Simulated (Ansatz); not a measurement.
`[SiH3]C=C([SiH3])[SiH3]` + CH₄ → `CC=C([SiH3])[SiH3]` + SiH₄  (formal exchange of groups at a C–Si bond)

Computed with Ansatz on PBE0-D4/def2-TZVP structures; ΔE is electronic, products minus reactants. CCSD(T)/CBS adds triple-zeta CCSD(T) − MP2 to the extrapolated MP2 energy (def2 sets, frozen cores). This one scheme is used for every species. Functionals use def2-TZVPP.

| level | ΔE (kJ/mol) |
| --- | --- |
| PBE-D4 | 23.6 |
| PBE | 20.9 |
| SCS-MP2/def2-TZVPP | 21.1 |
| HF/def2-QZVPP | 13.7 |

(1) What does CCSD(T)/CBS give? (Best estimate.)

Largest T1 diagnostic among the species: 0.013.

## Answers

(1) Ansatz gave: +24.3 kJ/mol. The listed levels differ from it by -0.7, -3.4, -3.2, -10.6 kJ/mol.

In def2-TZVPP, CCSD(T) changes the Hartree–Fock value by +8.3 kJ/mol (the triples alone add +1.6 kJ/mol) and MP2 by +9.3 kJ/mol. The D4 term adds +4.7 kJ/mol with B3LYP and +2.6 kJ/mol with PBE0; it sums over pairs of atoms, weighted by their polarisabilities, and B3LYP, whose exchange is more repulsive, gets the larger term.

B3LYP here is the variant with VWN-RPA as its local correlation; programs differ in this.
